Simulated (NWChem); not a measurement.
Program: NWChem. System: C3H5FOSi, charge 0, spin multiplicity 1, at a geometry optimised with PBE/def2-SVP. The structure started from a generated list of species. Level: MP2/def2-SVP, 10 core orbitals frozen.

Job file:

```
start mol
memory heap 200 mb stack 800 mb global 1000 mb
geometry units angstroms nocenter noautoz noautosym
  F     -1.199672     1.827799    -0.494839
  C     -0.986402     0.550549    -0.198106
  C     -1.466813    -0.656405    -0.576085
  O     -0.614958    -1.413703     0.243959
  C      0.005878    -0.143071     0.698153
  Si     1.843168    -0.147879     0.165528
  H     -2.197467    -1.126192    -1.246379
  H     -0.139662    -0.017890     1.793087
  H      2.453578     1.191840     0.476562
  H      2.580975    -1.212214     0.927159
  H      1.898950    -0.412239    -1.309716
end
basis spherical
  * library def2-svp
end
scf
  rhf
  nopen 0
  maxiter 100
  thresh 1e-7
  semidirect memsize 60000000 filesize 0
end
mp2
  freeze core 10
end
task mp2 energy
```

Output (cleaned and shortened):

```
             Northwest Computational Chemistry Package (NWChem) 7.3.0
             --------------------------------------------------------

                                NWChem Input Module
                                -------------------

 Scaling coordinates for geometry "geometry" by  1.889725989
 (inverse scale =  0.529177249)

                             Geometry "geometry" -> ""
                             -------------------------

 Output coordinates in angstroms (scale by  1.889725989 to convert to a.u.)

  No.       Tag          Charge          X              Y              Z
 ---- ---------------- ---------- -------------- -------------- --------------
    1 F                    9.0000    -1.19967200     1.82779900    -0.49483900
    2 C                    6.0000    -0.98640200     0.55054900    -0.19810600
    3 C                    6.0000    -1.46681300    -0.65640500    -0.57608500
    4 O                    8.0000    -0.61495800    -1.41370300     0.24395900
    5 C                    6.0000     0.00587800    -0.14307100     0.69815300
    6 Si                  14.0000     1.84316800    -0.14787900     0.16552800
    7 H                    1.0000    -2.19746700    -1.12619200    -1.24637900
    8 H                    1.0000    -0.13966200    -0.01789000     1.79308700
    9 H                    1.0000     2.45357800     1.19184000     0.47656200
   10 H                    1.0000     2.58097500    -1.21221400     0.92715900
   11 H                    1.0000     1.89895000    -0.41223900    -1.30971600

 Effective nuclear repulsion energy (a.u.)     283.9326698484

            Nuclear Dipole moment (a.u.)
            ----------------------------
        X                 Y               Z
 ---------------- ---------------- ----------------
    -0.0000151178     0.0000075589    -0.0000037795


 Summary of "ao basis" -> "" (spherical)
 ------------------------------------------------------------------------------
       Tag                 Description            Shells   Functions and Types
 ---------------- ------------------------------  ------  ---------------------
[...]
     1   1 0 0      0.060418      0.000000     -0.000015
     1   0 1 0      0.067343      0.000000      0.000008
     1   0 0 1      0.046815      0.000000     -0.000004

     2   2 0 0    -30.612118      0.000000    369.331243
     2   1 1 0      1.406967      0.000000    -44.967797
     2   1 0 1      1.521514      0.000000     65.153060
     2   0 2 0    -36.586362      0.000000    197.184915
     2   0 1 1      1.938878      0.000000    -31.679799
     2   0 0 2    -30.669566      0.000000     56.370857

                   NWChem MP2 Semi-direct Energy/Gradient Module
                   ---------------------------------------------

  Basis functions       =    113
  Molecular orbitals    =    113
  Frozen core           =     10
  Frozen virtuals       =      0
  Active alpha occupied =     17
  Active beta occupied  =     17
  Active alpha virtual  =     86
  Active beta virtual   =     86
  Use MO symmetry       = F
  Use skeleton AO sym   = F

  AO/Fock/Back tols     =   1.0D-09  1.0D-09  1.0D-09

 GA uses MA = F    GA memory limited = T

 Available:
  local mem=  1.15D+08
 global mem=  1.31D+08
 local disk=  0.00D+00
  mp2_memr nvloc                    86
  nvloc new                    86
   1 passes of  17:        3145728                      63329                  30428290.
   1 passes of  17: M    114683642           G      131046462           F     111537914.

 Semi-direct pass number   1 of   1  for RHF alpha+beta  at        5.6s
  vrange nnbf                  6117
  mp2_eaftype                   116  avail_ma_in_mb                   999
 EAF : mp2_eaftype filesize         116   15214145.
  mp2_eaf for mointskh                    116
Node 0 wrote     71.5 Mb in      0.0 s     Agg I/O rate:  2304.4 Mb/s
 Done moints_semi at       10.1s
  mp2_eaftype                   116  avail_ma_in_mb                   883
 EAF : mp2_eaftype filesize         116   15214145.
  mp2_eaf for kh                   116
 Done maket at       10.4s
 Done multipass loop at       10.4s

          -------------------------------------------
          SCF energy                -579.318176341804
          Correlation energy          -0.861015878188
          Singlet pairs               -0.537709296151
          Triplet pairs               -0.323306582037
          Total MP2 energy          -580.179192219993
          -------------------------------------------

          ---------------------------------------------------
                    Spin Component Scaled (SCS) MP2
          Same spin pairs                     -0.215537721358
          Same spin scaling factor             0.333333333333
          Opposite spin pairs                 -0.645478156830
          Opposite spin scaling fact.          1.200000000000
          SCS-MP2 correlation energy          -0.846419695315
          Total SCS-MP2 energy              -580.164596037120
          ---------------------------------------------------

 -----------------------
 Performance information
 -----------------------

 Timer overhead =  1.91D-07 seconds/call

               Nr. of calls         CPU time (s)                 Wall time (s)                GFlops
             ---------------    -------------------     ------------------------------   -------------------
Name         Min   Avg   Max    Min     Avg     Max     Min     Avg     Max   Mx/calls   Min     Max     Sum
mp2: moin     1     1     1    4.5     4.5     4.5      4.5     4.5     4.5     4.5      0.0     0.0     0.0
mp2: make     1     1     1   0.32    0.32    0.32     0.32    0.32    0.32    0.32      0.0     0.0     0.0
mp2: tota     1     1     1    4.8     4.8     4.8      4.8     4.8     4.8     4.8      0.0     0.0     0.0

 The average no. of pstat calls per process was 3.00D+00
 with a timing overhead of 5.74D-07s

 Task  times  cpu:       10.4s     wall:       10.4s

 Total times  cpu:       10.4s     wall:       10.4s
```
